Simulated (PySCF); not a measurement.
A structure optimised at B3LYP-D3(BJ)/def2-SVP, used in a PySCF frequency run:

```
C
H 1 1.0962
H 1 1.0962 2 111.37
H 1 1.1002 2 110.26 3 -122.74
Te 1 2.1749 2 109.37 4 -116.26
I 5 2.7498 1 95.37 2 -61.10
```

Task: Write its SMILES, formula and point group.

Result: C[Te]I, CH3ITe, Cs

Task: What are its rotational constants (standard atomic weights)?

Result: 7.5140, 0.96155, 0.85724 GHz
